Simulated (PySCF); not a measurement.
C3H8O2Si, SMILES C(/C)=C\O[SiH2]O.

Geometry: B3LYP-D3(BJ)/def2-SVP. The structure was generated by enumeration; whether it is a known compound was not checked. The values are those of a single conformer.

The numbers are results of TDDFT-PBE/def2-SVPD in PySCF 2.14.0, not measurements.

Vertical excitations. Gas-phase values at a fixed geometry.

Give excitation energies, oscillator strengths and character. (An estimate is asked for; the answer gives what the named calculation found.)


```json
[
 {"state": "S1", "energy (eV)": "4.81", "λ (nm)": "258", "f": "0.038", "main pairs": "HOMO→LUMO 92 %"},
 {"state": "S2", "energy (eV)": "5.47", "λ (nm)": "227", "f": "0.003", "main pairs": "HOMO→LUMO+2 100 %"},
 {"state": "S3", "energy (eV)": "5.82", "λ (nm)": "213", "f": "0.002", "main pairs": "HOMO→LUMO+3 100 %"},
 {"state": "S4", "energy (eV)": "6.09", "λ (nm)": "204", "f": "0.002", "main pairs": "HOMO→LUMO+4 99 %"},
 {"state": "S5", "energy (eV)": "6.19", "λ (nm)": "200", "f": "0.052", "main pairs": "HOMO→LUMO+5 91 %"},
 {"state": "S6", "energy (eV)": "6.38", "λ (nm)": "194", "f": "0.293", "main pairs": "HOMO→LUMO+1 63 %, HOMO→LUMO+6 13 %"},
 {"state": "S7", "energy (eV)": "6.61", "λ (nm)": "188", "f": "0.029", "main pairs": "HOMO→LUMO+6 86 %"},
 {"state": "S8", "energy (eV)": "6.88", "λ (nm)": "180", "f": "0.001", "main pairs": "HOMO−1→LUMO 98 %"},
 {"state": "S9", "energy (eV)": "7.13", "λ (nm)": "174", "f": "0.028", "main pairs": "HOMO→LUMO+7 69 %, HOMO→LUMO+8 29 %"},
 {"state": "S10", "energy (eV)": "7.20", "λ (nm)": "172", "f": "0.011", "main pairs": "HOMO−2→LUMO 95 %"},
 {"state": "T1", "energy (eV)": "4.16", "λ (nm)": "298", "f": "0", "main pairs": "HOMO→LUMO+1 68 %, HOMO→LUMO 30 %"},
 {"state": "T2", "energy (eV)": "4.75", "λ (nm)": "261", "f": "0", "main pairs": "HOMO→LUMO 70 %, HOMO→LUMO+1 30 %"},
 {"state": "T3", "energy (eV)": "5.37", "λ (nm)": "231", "f": "0", "main pairs": "HOMO→LUMO+2 100 %"},
 {"state": "T4", "energy (eV)": "5.74", "λ (nm)": "216", "f": "0", "main pairs": "HOMO→LUMO+3 99 %"}
]
```
Triplets are in the Tamm–Dancoff approximation, which puts them higher than full response would, so one can lie above its singlet here.
